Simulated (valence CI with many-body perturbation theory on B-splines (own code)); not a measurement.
## E1 transitions of Pr I

Method: valence CI with perturbative core correlation (CI+MBPT): five valence electrons over a frozen Dirac-Fock core [Xe], a basis of 7 s, 7 p, 7 d, 7 f, 4 g, 2 h functions for each j, with the one-electron correlation potential Σ1, the two-electron term Σ2, the three-electron term Σ3, Breit, model QED; selected CI, second order for the rest (own B-spline code, finite nucleus).

Against 15 measured levels this calculation errs by 1713 cm⁻¹ on average and by 2504 at most. These come from a selection out of the NIST Handbook of Basic Atomic Spectroscopic Data. Levels without a partner in it may be off by more, other configurations by several thousand cm⁻¹. Not all symmetries were solved, so the list stops early. Among the levels kept, up to 1500 cm⁻¹ of a level comes from second order outside the variational space, and about a tenth of that is noise between levels of different J, which matters for small intervals.

Lines 1 to 42 of 42 in falling wavelength, among levels below 9275 cm⁻¹, chosen from the strongest by gf and those to the six lowest levels. Wavelengths and rates use the calculated energies, so an error of 2000 cm⁻¹ moves a line at 2458 nm by 49 % and its rate by three times that or more. Electric multipoles are in the length gauge, E1 and E2 with the static RPA response of the core. Weak lines are less certain than strong ones. Lines between different terms over intervals too small for the method are left out, as are lines whose strength nearly cancels and 10 of this kind that miss the measured wavelength by over 7 %. Where a level lies close to another of its J and parity, the split of strength between their lines is uncertain. The highest levels of a list are the least certain. Branching is blank where the lifetime is uncertain.

Names give the largest LS component (configuration and term), which can be under half, so a name can repeat, a term be missing and a line seem to break the LS rules; names also repeat where a configuration has a term twice. Letters in brackets count levels of one name in rising energy.

| λ vac (nm) | Upper | Lower | A (s⁻¹) | log gf | Branch % |
| --- | --- | --- | --- | --- | --- |
| 2458 | 4f2 5d2 6s 6L_15/2 | 4f3 6s2 4I°_13/2 | 1.90e+01 | -4.56 | 94.2 |
| 2454 | 4f3 6s2 2H°_9/2 | 4f2 5d 6s2 4H_7/2 [a] | 9.05e+01 | -4.09 | 1.2 |
| 2305 | 4f2 5d 6s2 2I_11/2 | 4f3 6s2 4I°_13/2 | 2.55e+02 | -3.61 |  |
| 2197 | 4f2 5d2 6s 6K_15/2 | 4f3 6s2 4I°_15/2 | 6.70e+00 | -5.11 | 0.5 |
| 2193 | 4f2 5d2 6s 6I_13/2 | 4f3 6s2 4I°_15/2 | 9.44e+01 | -4.02 |  |
| 2175 | 4f3 6s2 2H°_9/2 | 4f2 5d 6s2 4I_11/2 | 1.17e+01 | -5.08 | 0.2 |
| 2164 | 4f2 5d 6s2 4I_15/2 | 4f3 6s2 4I°_13/2 | 3.04e+02 | -3.47 |  |
| 1961 | 4f2 5d2 6s 6K_13/2 | 4f3 6s2 4I°_13/2 | 4.63e+01 | -4.43 |  |
| 1923 | 4f2 5d2 6s 6I_11/2 | 4f3 6s2 4I°_13/2 | 1.00e+03 | -3.18 |  |
| 1889 | 4f2 5d 6s2 4G_7/2 | 4f3 6s2 4I°_9/2 | 1.45e+02 | -4.21 | 99.9 |
| 1851 | 4f2 5d 6s2 4G_9/2 | 4f3 6s2 4I°_11/2 | 3.59e+01 | -4.73 |  |
| 1831 | 4f2 5d 6s2 2I_13/2 | 4f3 6s2 4I°_13/2 | 8.30e+02 | -3.23 |  |
| 1782 | 4f2 5d 6s2 4G_11/2 | 4f3 6s2 4I°_13/2 | 4.98e-01 | -6.55 | 0.4 |
| 1770 | 4f2 5d2 6s 6K_9/2 | 4f3 6s2 4I°_11/2 | 1.22e+02 | -4.24 |  |
| 1724 | 4f2 5d2 6s 6I_9/2 | 4f3 6s2 4I°_11/2 | 9.38e+02 | -3.38 |  |
| 1723 | 4f2 5d2 6s 4L_13/2 | 4f3 6s2 4I°_13/2 | 3.29e+02 | -3.69 |  |
| 1713 | 4f2 5d 6s2 2I_11/2 | 4f3 6s2 4I°_11/2 | 2.69e+02 | -3.85 |  |
| 1641 | 4f2 5d2 6s 6K_11/2 | 4f3 6s2 4I°_11/2 | 4.73e+02 | -3.64 |  |
| 1637 | 4f2 5d2 6s 6K_15/2 | 4f3 6s2 4I°_13/2 | 1.28e+03 | -3.09 | 99.5 |
| 1635 | 4f2 5d2 6s 6I_13/2 | 4f3 6s2 4I°_13/2 | 3.69e+01 | -4.68 |  |
| 1589 | 4f3 6s2 2H°_9/2 | 4f2 5d 6s2 4K_11/2 | 1.55e+02 | -4.23 | 2.1 |
| 1518 | 4f2 5d2 6s 6I_7/2 | 4f3 6s2 4I°_9/2 | 6.04e+02 | -3.78 | 100.0 |
| 1515 | 4f2 5d2 6s 6K_13/2 | 4f3 6s2 4I°_11/2 | 8.57e+02 | -3.38 |  |
| 1511 | 4f3 6s2 2H°_9/2 | 4f2 5d 6s2 2H_9/2 | 5.44e+03 | -2.73 | 72.6 |
| 1492 | 4f2 5d2 6s 6I_11/2 | 4f3 6s2 4I°_11/2 | 3.44e+02 | -3.86 |  |
| 1462 | 4f2 5d 6s2 4G_9/2 | 4f3 6s2 4I°_9/2 | 3.69e+00 | -5.93 |  |
| 1436 | 4f2 5d 6s2 2I_13/2 | 4f3 6s2 4I°_11/2 | 1.48e+02 | -4.19 |  |
| 1411 | 4f2 5d2 6s 6K_9/2 | 4f3 6s2 4I°_9/2 | 5.92e+02 | -3.75 |  |
| 1406 | 4f2 5d 6s2 4G_11/2 | 4f3 6s2 4I°_11/2 | 1.04e+02 | -4.43 | 90.8 |
| 1382 | 4f2 5d2 6s 6I_9/2 | 4f3 6s2 4I°_9/2 | 7.39e+01 | -4.67 |  |
| 1376 | 4f2 5d 6s2 4H_9/2 [b] | 4f3 6s2 4I°_11/2 | 5.33e+04 | -1.82 | 87.7 |
| 1369 | 4f2 5d2 6s 4L_13/2 | 4f3 6s2 4I°_11/2 | 4.51e+02 | -3.75 |  |
| 1342 | 4f2 5d 6s2 4H_7/2 [b] | 4f3 6s2 4I°_9/2 | 8.45e+04 | -1.74 | 100.0 |
| 1328 | 4f2 5d2 6s 6K_11/2 | 4f3 6s2 4I°_9/2 | 1.11e+03 | -3.45 |  |
| 1313 | 4f2 5d2 6s 6I_13/2 | 4f3 6s2 4I°_11/2 | 2.84e+02 | -3.99 |  |
| 1295 | 4f2 5d2 6s 6H_9/2 | 4f3 6s2 4I°_11/2 | 2.63e+03 | -3.18 | 44.2 |
| 1229 | 4f2 5d2 6s 6I_11/2 | 4f3 6s2 4I°_9/2 | 2.07e+02 | -4.25 |  |
| 1218 | 4f2 5d 6s2 2F_7/2 | 4f3 6s2 4I°_9/2 | 1.03e+02 | -4.74 | 99.8 |
| 1170 | 4f2 5d 6s2 4G_11/2 | 4f3 6s2 4I°_9/2 | 9.81e+00 | -5.62 | 8.6 |
| 1149 | 4f2 5d 6s2 4H_9/2 [b] | 4f3 6s2 4I°_9/2 | 7.45e+03 | -2.83 | 12.3 |
| 1122 | 4f2 5d2 6s 6H_7/2 | 4f3 6s2 4I°_9/2 | 4.13e+03 | -3.20 | 100.0 |
| 1092 | 4f2 5d2 6s 6H_9/2 | 4f3 6s2 4I°_9/2 | 3.32e+03 | -3.23 | 55.8 |
